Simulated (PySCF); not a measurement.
Related species of one series. The calculation used core-valence-separated Tamm–Dancoff BHandHLYP/aug-pcX-1 (pcseg-1 on H) in PySCF, non-relativistic, gas phase, PBE0-D3(BJ)/def2-SVP geometry. The energies are unshifted. One conformer each. Roots within 0.03 eV on the same or equivalent atoms are summed; «strongest» means within the roots computed.

Question: Order them by the first intense line (a tenth or more of the edge's strongest) of the carbon K edge, lowest first.
A. `[BH2:1][CH:2]1[CH2:3][CH2:4][CH2:5]1`
B. `[BH2:1][CH2:2][CH2:3][CH3:4]`
C. `[BH2:1][C:2]#[C:3][CH3:4]`
D. `[BH2:1][CH2:2][CH:3]=[CH2:4]`
E. `[BH2:1][CH:2]([CH3:3])[CH3:4]`

Answer: C (282.00 eV), D (282.69 eV), E (283.56 eV), A (284.68 eV), B (284.84 eV).

```
 SMILES  E (eV)      f  core hole on                       site                                   polarised  strongest line (eV)            its f
  BC#CC  282.00  0.026            C2              alkyne carbon                      across the triple bond               283.15            0.062
  BCC=C  282.69  0.055            C4       terminal =CH2 carbon  normal to the local trigonal plane (1s→π*)               282.81            0.067
 BC(C)C  283.56  0.006            C2  sp3 carbon bound to boron                                           –               286.13  0.053, sum of 2
BC1CCC1  284.68  0.008         C3/C5  four-membered-ring carbon                                           –               286.08  0.047, sum of 2
   BCCC  284.84  0.005            C3           chain CH2 carbon                                           –               285.58            0.030
```

The range is 2.84 eV. The lines marked π* (up to 282.69 eV) lie below the first intense lines of the neutral species whose SMILES has no multiple bond at carbon (from 283.56 eV).
